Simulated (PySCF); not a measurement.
The dipole of `[SiH3][SiH2]O[SiH2]CC1CC1` from its density and from atomic charges.

Coordinates (GFN2-xTB, Å) and charges (e) from the PBE0/pcSseg-1 density (PySCF):

| atom | x | y | z | Mulliken | IAO | Hirshfeld | ESP-fitted |
| --- | --- | --- | --- | --- | --- | --- | --- |
| Si1 | 3.875 | 1.265 | 0.549 | +0.1257 | +0.2555 | +0.2110 | +0.0966 |
| Si2 | 3.228 | -0.940 | 0.415 | +0.6214 | +0.7505 | +0.3280 | +0.4814 |
| O3 | 1.610 | -0.895 | 0.258 | -0.7256 | -0.8923 | -0.3046 | -0.3735 |
| Si4 | 0.071 | -1.335 | 0.026 | +0.8868 | +1.0247 | +0.4062 | +0.6184 |
| C5 | -0.984 | 0.213 | 0.334 | -0.4471 | -0.5533 | -0.1594 | -0.6855 |
| C6 | -2.456 | -0.074 | 0.182 | -0.3364 | -0.1266 | -0.0397 | +0.1208 |
| C7 | -3.405 | 1.010 | -0.234 | -0.1859 | -0.2962 | -0.0928 | -0.3703 |
| C8 | -3.070 | -0.103 | -1.183 | -0.1969 | -0.3013 | -0.0936 | -0.3084 |
| H9 | 3.718 | 2.015 | -0.704 | -0.0573 | -0.0924 | -0.0721 | -0.0521 |
| H10 | 5.296 | 1.370 | 0.904 | -0.0707 | -0.1046 | -0.0802 | -0.0607 |
| H11 | 3.151 | 2.050 | 1.558 | -0.0548 | -0.0904 | -0.0702 | -0.0499 |
| H12 | 3.489 | -1.768 | 1.599 | -0.1034 | -0.1359 | -0.0828 | -0.1192 |
| H13 | 3.728 | -1.692 | -0.744 | -0.1035 | -0.1366 | -0.0829 | -0.1179 |
| H14 | -0.239 | -2.401 | 0.981 | -0.1294 | -0.1592 | -0.0870 | -0.1305 |
| H15 | -0.041 | -1.812 | -1.353 | -0.1231 | -0.1569 | -0.0866 | -0.1429 |
| H16 | -0.700 | 1.005 | -0.362 | +0.1251 | +0.1428 | +0.0424 | +0.2342 |
| H17 | -0.796 | 0.603 | 1.338 | +0.1472 | +0.1494 | +0.0409 | +0.1831 |
| H18 | -2.831 | -0.799 | 0.895 | +0.1255 | +0.1387 | +0.0427 | +0.1021 |
| H19 | -2.998 | 1.989 | -0.438 | +0.1232 | +0.1443 | +0.0448 | +0.1506 |
| H20 | -4.392 | 1.034 | 0.201 | +0.1264 | +0.1479 | +0.0455 | +0.1446 |
| H21 | -2.435 | 0.123 | -2.026 | +0.1246 | +0.1437 | +0.0444 | +0.1507 |
| H22 | -3.828 | -0.840 | -1.399 | +0.1281 | +0.1482 | +0.0456 | +0.1283 |

Problem. Compute μ = Σ q r for each scheme (1 e·Å = 4.803 D) and compare with the dipole of the full density.

Solution. The full density gives (-0.38, 0.01, 0.07) D, 0.39 D in size; dipole vectors point from the negative to the positive end.

```csv
scheme,μx,μy,μz,size (D),share of the full size (%),angle to the full dipole (°)
Mulliken,0.68,-1.12,-0.60,1.44,369,124
IAO,0.51,-1.20,-0.11,1.31,334,115
Hirshfeld,-0.07,-0.18,0.00,0.19,49,70
ESP-fitted,-0.38,-0.01,0.06,0.38,97,4
```

Problem. Which set comes closest?

Solution. Length of the difference vector: ESP-fitted 0.03 D, Hirshfeld 0.37 D, IAO 1.51 D, Mulliken 1.70 D. Closest: ESP-fitted. ESP charges are fitted to the potential around the molecule, whose slowest-falling term is the dipole's. The schemes that divide the density aren't constrained to reproduce the dipole.

Problem. What is left for the Hirshfeld atoms' own dipoles?

Solution. The Hirshfeld atoms' densities add up to the full density, so μ = Σ q r + Σ (atomic dipoles). The atomic dipoles sum to (-0.38, 0.01, 0.07) − (-0.07, -0.18, 0.00) = (-0.31, 0.19, 0.07) D, 0.37 D in size.

Problem. With the origin at the mean of the coordinates, (0.000, 0.001, 0.036) Å, which are the largest single terms, by size, of the IAO dipole along the direction of the full one?

Solution. Si2 -11.29, O3 +6.72, C7 -4.73, Si1 -4.52, C8 -4.05 D; all 22 atoms together -0.55 D. The single terms depend on the origin, their sum doesn't.

Problem. Give the size of the full dipole in other units.

Solution. 0.39 D = 0.154 au = 0.081 e·Å = 1.31 × 10⁻³⁰ C·m.

Geometry: GFN2-xTB, one conformer, isolated molecule.

The run behind these numbers computed NMR shieldings as well. Time: 1.9 min of wall time; peak memory 1.1 GiB. Hardware: one thread, Intel Xeon at 2.50 GHz (x86_64), no GPU, shared host.

Shape of the structure used: `[SiH3:1][SiH2:2][O:3][SiH2:4][CH2:5][CH:6]1[CH2:7][CH2:8]1`: Si1–Si2–O3–Si4 172°, Si2–O3–Si4–C5 175°, O3–Si4–C5–C6 -179°, Si4–C5–C6–C7 -152°.
